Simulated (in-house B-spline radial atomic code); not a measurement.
Successive ionisation energies of bismuth; each step leads to the configuration of the next row (after the last: [Kr] 4d10 4f14 5s2 5p4). NIST's values go from ground level to ground level; the uncertainty of those that are theory runs from under 0.1 % in few-electron ions to several per cent in heavy many-electron ones. Computed with a B-spline radial code for spherical atoms: non-relativistic Hartree-Fock, average of the configuration, point nuclei.

This level leaves out relativity, spin-orbit splitting included, which matters for heavy ions.

| ion | configuration | ionisation energy (eV) | tabulated value (eV) | tabulated kind | computed minus tabulated (eV) | highest orbital | largest mean radius (bohr) |
| --- | --- | --- | --- | --- | --- | --- | --- |
| Bi | [Xe] 4f14 5d10 6s2 6p3 | 7.4 | 7.285516 | measured | 0.1 | 6p | 3.1365 |
| Bi+ | [Xe] 4f14 5d10 6s2 6p2 | 14.6 | 16.703 | measured | -2.1 | 6p | 2.9073 |
| Bi2+ | [Xe] 4f14 5d10 6s2 6p1 | 22.6 | 25.57075 | measured | -3.0 | 6p | 2.7399 |
| Bi3+ | [Xe] 4f14 5d10 6s2 | 37.8 | 45.37 | measured | -7.6 | 6s | 2.2927 |
| Bi4+ | [Xe] 4f14 5d10 6s1 | ? | ? | measured | ? | ? | ? |
| Bi5+ | [Xe] 4f14 5d10 | 90.1 | 88.4 | semi-empirical | 1.7 | 5d | 1.1768 |
| Bi6+ | [Xe] 4f14 5d9 | 108.2 | 103 | tabulated theory | 5.2 | 5d | 1.1511 |
| Bi7+ | [Xe] 4f14 5d8 | 127.0 | 122 | tabulated theory | 5.0 | 5d | 1.1279 |
| Bi8+ | [Xe] 4f14 5d7 | ? | ? | tabulated theory | ? | ? | ? |
| Bi9+ | [Xe] 4f14 5d6 | 166.2 | 161.1 | tabulated theory | 5.1 | 5d | 1.0869 |
| Bi10+ | [Xe] 4f14 5d5 | ? | ? | tabulated theory | ? | ? | ? |
| Bi11+ | [Xe] 4f14 5d4 | 207.7 | 208 | tabulated theory | -0.3 | 5d | 1.051 |
| Bi12+ | [Xe] 4f14 5d3 | 229.2 | 229 | tabulated theory | 0.2 | 5d | 1.0347 |
| Bi13+ | [Xe] 4f14 5d2 | 251.2 | 252 | tabulated theory | -0.8 | 5d | 1.0192 |
| Bi14+ | [Xe] 4f14 5d1 | 273.7 | 272.6 | semi-empirical | 1.1 | 5d | 1.0045 |
| Bi15+ | [Xe] 4f14 | 366.4 | 370.2 | semi-empirical | -3.8 | 5p | 0.90445 |
| Bi16+ | [Kr] 4d10 4f14 5s2 5p5 | 391.3 | 409 | tabulated theory | -17.7 | 5p | 0.89503 |

(1) Fill in the row of Bi4+.

(2) Fill in the row of Bi8+.

(3) Fill in the row of Bi10+.

(4) Where is the largest jump?

(5) How far is this level of theory from the measured and semi-empirical values?

## Answers

(1) ionisation energy (eV): 48.4; tabulated value (eV): 54.856; computed minus tabulated (eV): -6.4; highest orbital: 6s; largest mean radius (bohr): 2.2112.

(2) ionisation energy (eV): 146.3; tabulated value (eV): 143; computed minus tabulated (eV): 3.3; highest orbital: 5d; largest mean radius (bohr): 1.1066.

(3) ionisation energy (eV): 186.7; tabulated value (eV): 183; computed minus tabulated (eV): 3.7; highest orbital: 5d; largest mean radius (bohr): 1.0684.

(4) From Bi to Bi+, by a factor of 1.98 (7.3575 to 14.6 eV); the highest orbital goes from 6p to 6p.

(5) Over those 8 rows the differences run from -7.59 to +1.7 eV (mean absolute value 3.2 eV). The calculation leaves out relativity, correlation and, in open shells, the multiplet splittings that an average leaves out.
